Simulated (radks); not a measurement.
The numbers below are computed, except where a source is named.
Problem. Radial electron density D(r) = 4 pi r^2 rho(r) of an atom or ion with 57 electrons. Code: a radial shooting solver on a logarithmic mesh with Libxc functionals. Model: scalar-relativistic Kohn-Sham, exchange-only r2SCAN, spin-polarised, spherical densities, finite nucleus; meta-GGA in the generalised Kohn-Sham scheme; Fermi nuclear charge, rms radius of each element as measured or else 0.836 A^(1/3) + 0.57 fm.

```
   r/bohr * D(r) (the largest magnitude, 97.9, reaches the edge; | marks zero)
 0.004892 |                *
 0.005695 |                   *
 0.006683 |                       *
  0.00778 |                           *
  0.00913 |                               *
  0.01063 |                                   *
  0.01247 |                                      *
  0.01452 |                                        *
   0.0169 |                                         *
  0.01984 |                                         *
  0.02309 |                                       *
   0.0271 |                                     *
  0.03155 |                                    *
  0.03702 |                                    *
   0.0431 |                                       *
  0.05058 |                                           *
  0.05888 |                                                 *
  0.06855 |                                                     *
  0.08044 |                                                      *
  0.09365 |                                                   *
   0.1099 |                                             *
   0.1279 |                                        *
   0.1501 |                                       *
   0.1748 |                                          *
   0.2051 |                                              *
   0.2388 |                                             *
    0.278 |                                       *
   0.3262 |                           *
   0.3798 |                   *
   0.4457 |               *
   0.5188 |                 *
   0.6088 |                   *
   0.7088 |                 *
   0.8318 |            *
   0.9683 |        *
    1.127 |     *
    1.323 |    *
     1.54 |   *
    1.807 |  *
    2.104 | *
    2.469 |*
    2.874 |*
    3.373 |*
    3.927 *
    4.571 *
    5.364 *
    6.245 *
    7.329 *
    8.532 *
    10.01 *
    11.66 *
    13.68 *
```

What is the nuclear charge?

Solution. Z = 57. The innermost maximum, from 1s, lies near gamma/Z bohr with gamma = sqrt(1 - (Z/c)^2) = 0.909, here 0.016 bohr (found: 0.0175), and its height grows with Z. The density is that of neutral lanthanum in [Xe] 5d1 6s2; the configuration itself is not fixed sharply by these data, and Z only to a few units. D(r) has 4 maxima, at r = 0.0175, 0.0773, 0.219, 0.609 bohr, and minima at 0.0336, 0.144, 0.446 bohr, inside which lie 1.96, 11.17, 28.90 electrons.
